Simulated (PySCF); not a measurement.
Precursor series metal swap MX4 NH2. All species are isolated molecules in the gas phase. One relaxed conformer stands for each flexible species; it need not be the lowest. In the def2 sets, heavy atoms carry core potentials. All members: neutral, multiplicity 1. Level: TPSSh-D3(BJ)/def2-TZVP // BP86-D3(BJ)/def2-SVP (PySCF), beside PBE-D3(BJ)/def2-TZVP // BP86-D3(BJ)/def2-SVP (PySCF) at the same geometries.  Orbital energies are measured against the vacuum level.

| species | LUMO, PBE (eV) | LUMO, TPSSh-D3(BJ) (eV) |
|---|---|---|
| [Cr(=O)2(NH2)2] | -3.79 | -3.44 |
| [Mo(=O)(NH2)4] | -2.85 | withheld |
| [Mo(=O)2(NH2)2] | -2.79 | -2.42 |
| [W(=O)(NH2)4] | -2.31 | -1.92 |
| [V(=O)(NH2)3] | -2.30 | -1.93 |
| [W(=O)2(NH2)2] | -2.26 | -1.86 |
| [Ti(NH2)4] | -1.71 | -1.23 |
| [Ta(=O)(NH2)3] | -0.81 | -0.36 |

Fit y = a + b·x, y being the LUMO at the first level, to the 7 complete rows by least squares, with x = the PBE value in eV. Give a, b and the rms residual, and predict the withheld value.

Means of the 7 rows: x̄ = -2.2814, ȳ = -1.88 eV. Σ(x − x̄)² = 5.0277 and Σ(x − x̄)(y − ȳ) = 5.2385, so b = 1.042 and a = ȳ − b·x̄ = 0.497 eV. The rms residual is 0.025 eV. At x = -2.85 the line gives -2.47 eV. The run for [Mo(=O)(NH2)4] gave -2.50 eV, so the line is off by 0.03 eV, within twice the rms residual.

Codes: PySCF.
